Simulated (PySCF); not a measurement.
## Polarisability and C₆ of B⁺ (boron, charge +1)

[He] 2s2, closed-shell 1S. All numbers are calculated (PySCF 2.14, scalar relativity by spin-free X2C-1e, in dyall-acv3z). Coupled (time-dependent) response in atomic units; α is the mean over directions.

| method | mean α (bohr³) | C₆ (like pair) | S(−4) |
| --- | --- | --- | --- |
| UHF | 11.37 | 31.65 | 114.5 |
| PBE | 10.63 | 28.77 | 99.41 |
| PBE0 | 10.76 | 29.27 | 102.0 |
| r2SCAN0 | 11.04 | 31.30 | 101.6 |
| M06-L | 10.39 | 28.85 | 87.74 |

S(−4) is the Cauchy moment in α(ω) = α(0) + S(−4) ω² + …

α(iu) at r2SCAN0:

```json
{"u (hartree)": "0", "α(iu) (bohr³)": "11.04"}
{"u (hartree)": "0.0500", "α(iu) (bohr³)": "10.80"}
{"u (hartree)": "0.100", "α(iu) (bohr³)": "10.12"}
{"u (hartree)": "0.200", "α(iu) (bohr³)": "8.111"}
{"u (hartree)": "0.300", "α(iu) (bohr³)": "6.142"}
{"u (hartree)": "0.500", "α(iu) (bohr³)": "3.549"}
{"u (hartree)": "0.750", "α(iu) (bohr³)": "2.022"}
{"u (hartree)": "1.00", "α(iu) (bohr³)": "1.301"}
{"u (hartree)": "1.50", "α(iu) (bohr³)": "0.6746"}
{"u (hartree)": "2.00", "α(iu) (bohr³)": "0.4176"}
{"u (hartree)": "3.00", "α(iu) (bohr³)": "0.2110"}
{"u (hartree)": "5.00", "α(iu) (bohr³)": "0.09000"}
```

For an ion, C₆ is the dispersion term alone; charge-induced terms of lower order in 1/R come first.
